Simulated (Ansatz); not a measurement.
Input for Ansatz (a first-principles code): U-CCSD(T)/def2-SVP on F (SMILES [F]).

Ansatz 0.2 input:
```yaml
crystal:
  periodic: [false, false, false]
  atoms:
    - {symbol: F, position_ang: [0.00000000, 0.00000000, 0.00000000]}
basis:
  gaussian:
    orbitals: def2-SVP
magnetization: {spin_polarized: true, initial_magnetization: 1}
correlation: {method: ccsd_t, electrons: outside_noble_gas}
scf: {omitted_lower_state_checks: [cluster_reference]}
```

Q: Give the final energy of this run.

A: -99.4347 hartree (reference determinant -99.2841, T1 diagnostic 0.003).
